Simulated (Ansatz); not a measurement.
Two conformers of CH6BNO (SMILES CNBO), B3LYP-D3(BJ)/def2-TZVP minima.
Conformer 1 (charge 0, multiplicity 1):
```tsv
atom	x (Å)	y (Å)	z (Å)
C	-1.3010	0.4369	0.0640
N	-0.2879	-0.4190	-0.5294
B	1.0701	-0.4522	-0.1971
O	1.5461	0.3905	0.7840
H	-0.8368	1.0629	0.8228
H	-2.0922	-0.1483	0.5411
H	-1.7624	1.0900	-0.6822
H	-0.6214	-1.0396	-1.2474
H	1.7977	-1.2119	-0.7698
H	2.4877	0.2907	0.9366
```
Conformer 2 (charge 0, multiplicity 1):
```xyz
10

C     -1.47916     0.12309     0.24274
N     -0.15700    -0.46924     0.22745
B      1.03723     0.17133    -0.11294
O      2.20958    -0.55159    -0.07154
H     -2.15866    -0.38007    -0.45165
H     -1.40606     1.16762    -0.05754
H     -1.92848     0.09007     1.23977
H     -0.12205    -1.44250     0.49310
H      1.02598     1.32604    -0.43222
H      2.97862    -0.03476    -0.31976
```

No zero-point or thermal terms.

Correlated levels freeze the cores.

Programs: Ansatz (an electronic-structure program). Each number belongs to the level named beside it.

Task: Estimate the electronic energy of conformer 2 less that of conformer 1 that SCS-MP2/cc-pVTZ returns for this input.

Result: 0.4 kcal/mol
